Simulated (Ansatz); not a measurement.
C2HN, SMILES `[C-]#[N+][CH]` (lower triplet) (charge 0, multiplicity 3). This triplet lies 0.12 eV below the relaxed singlet at the level B3LYP/cc-pVTZ // PBE0-D3(BJ)/def2-TZVP (Ansatz, a program for electronic structure).

Cartesian coordinates (Å):
```xyz
4

C      1.7347    -0.0685    -0.1446
N      0.5451     0.0530    -0.0275
C     -0.6932     0.3074     0.1253
H     -1.5866    -0.2920     0.0467
```
Charge 0, spin multiplicity 3.

Frozen-core energies in cc-pVTZ from Ansatz at a geometry from PBE0-D3(BJ)/def2-TZVP; the HF reference has <S^2> = 2.17 and the T1 diagnostic is 0.030.

```csv
level,energy (Ha)
HF,-130.68144
MP2,-131.09690
CCSD,-131.12606
CCSD(T),-131.14860
```

**Question.** Estimate the energies of CCSDT and CCSDT(Q), and give each level's difference from CCSDT(Q).

**Answer.** 
```json
[
 {"level": "MP2", "energy (Ha)": "-131.09690", "difference from CCSDT(Q) (mHa)": "54.58"},
 {"level": "CCSD", "energy (Ha)": "-131.12606", "difference from CCSDT(Q) (mHa)": "25.42"},
 {"level": "CCSD(T)", "energy (Ha)": "-131.14860", "difference from CCSDT(Q) (mHa)": "2.88"},
 {"level": "CCSDT", "energy (Ha)": "-131.14982", "difference from CCSDT(Q) (mHa)": "1.66"},
 {"level": "CCSDT(Q)", "energy (Ha)": "-131.15148", "difference from CCSDT(Q) (mHa)": "0.00"}
]
```
